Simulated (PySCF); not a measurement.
## Worked example: oscillator strength and radiative lifetime

Se(NH2)(SiH3) (H5NSeSi), SMILES N[Se][SiH3].

Geometry optimised at PBE-D3(BJ)/def2-SVP. The values are those of a single conformer.

PySCF with TDA-CAM-B3LYP/def2-SVPD puts the first singlet state with f over 0.02 at 5.15 eV (vertical), with the transition dipole (-0.395, 0.229, 0.000) in atomic units.

Task: Find the oscillator strength, the wavelength and the radiative lifetime that this transition would have in vacuum if emission retraced absorption.

Result: 
|μ|² = 0.2085 au, so |μ| = 1.16 D. ΔE = 5.15/27.211 = 0.1893 hartree. f = (2/3) ΔE |μ|² = 0.026 (the program prints 0.026).
λ = 1239.84/5.15 = 241 nm; ν = 41538 cm⁻¹.
Einstein's coefficient A = 0.6670 ν² f s⁻¹ (ν in cm⁻¹) = 3.0e7 s⁻¹, so τ = 1/A = 33 ns. This state is S2; the lower singlet has f = 0.002. The figure is the radiative limit of this one transition; relaxation, internal conversion, crossing to triplets and a medium change what is measured.
